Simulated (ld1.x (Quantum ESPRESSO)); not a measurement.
# barium, TM semilocal: configuration errors across variants

barium, norm-conserving Troullier–Martins (semilocal form), made with ld1.x (Quantum ESPRESSO) 7.5 (PBE, scalar-relativistic). Core [Xe], reference 5d0 6s2 6p0. Waves: 6s (bound): rc 3.95 bohr; 6p (bound, empty): rc 3.70 bohr; 5d (bound, empty): rc 3.55 bohr. Local part: the d channel. Core correction: none.

All-electron excitation energies from the reference (eV): (1) 5d0 6s1 6p0 5.362; (2) 5d0 6s1.5 6p0 2.136; (3) 5d0 6s1 6p1 2.029; (4) 5d0 6s0 6p1 7.961; (5) 5d0.5 6s1.5 6p0 0.638; (6) 5d1 6s0 6p0 6.044; (7) 5d1 6s1 6p0 1.332.

A semilocal file is local in each channel, so a ghost entry of none says nothing of the separable form that plane-wave codes build from it.

Errors AE − PS in meV (a dash: test not solved or not reliable):

```csv
change,(1),(2),(3),(4),(5),(6),(7),bound ghosts
base,+5.6,-0.7,+51,+400,+117,+485,+295,none
core correction a·sin(br)/r model core inside 1.62 bohr,-6.1,-0.8,-2.9,+26,-15,-70,-49,none
core correction a·sin(br)/r model core inside 1.92 bohr,-6.1,-0.8,-2.9,+26,-15,-71,-49,none
core correction a·sin(br)/r model core inside 2.36 bohr,-6.1,-0.8,-2.8,+26,-15,-69,-48,none
core correction a·sin(br)/r model core inside 2.96 bohr,-4.8,-0.7,-1.3,+37,-11,-47,-37,none
core correction a·sin(br)/r model core inside 3.30 bohr,-2.8,-0.5,-0.3,+52,-4.9,-5.9,-17,none
core correction a·sin(br)/r model core inside 4.26 bohr,-9.6,-2.5,+7.8,+100,+21,+117,+67,none
```

**Question.** Give the same row for: core correction a·sin(br)/r model core inside 3.84 bohr.

**Answer.** -8.0, -1.8, +0.6, +59, +7.5, +61, +25; bound ghosts: none.
